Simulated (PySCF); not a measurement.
**Question.** Write Cartesian coordinates for InChI=1S/CH4B3Cl2F/c5-4(6)1-2-3-7/h2-3H,1H2 as optimised with PBE0-D3(BJ)/def2-SVP.

**Answer.** 
```xyz
11
CH4B3Cl2F angstrom
F      1.708   -1.309   -1.515
B      1.858   -0.598   -0.403
B      0.732    0.582    0.052
C     -0.562    0.273    0.885
B     -1.640   -0.020   -0.210
Cl    -2.485    1.290   -1.013
Cl    -1.992   -1.660   -0.716
H      2.857   -0.845    0.251
H      0.912    1.731   -0.296
H     -0.883    1.158    1.455
H     -0.460   -0.619    1.520
```

Any rigid rotation of these coordinates is as good. Atoms count from 1 in this order. B5 (three-coordinate boron) is planar (angles 121.0°, 120.9° and 118.0°, sum 360.0°, 0.02 Å off the plane of its three neighbours). B2 (three-coordinate boron) is planar (angles 122.8°, 121.6° and 115.6°, sum 360.0°, 0.00 Å off the plane of its three neighbours). B3 (three-coordinate boron) is planar (angles 123.6°, 118.9° and 117.4°, sum 360.0°, 0.01 Å off the plane of its three neighbours).

Bonds between heavy atoms (Å): F1–B2 1.328, B2–B3 1.693, B3–C4 1.569, C4–B5 1.564, B5–Cl6 1.753, B5–Cl7 1.752.

Method used: PBE0-D3(BJ)/def2-SVP geometry optimisation, gas phase in PySCF 2.14.0.

Point group: C1 (no symmetry element, even within 0.4 Å). PBE0-D3(BJ)/def2-SVP frequencies: not computed here. One conformer, not necessarily the lowest (F1–B2–B3–C4 86°, B2–B3–C4–B5 -91°, B3–C4–B5–Cl6 -82°).
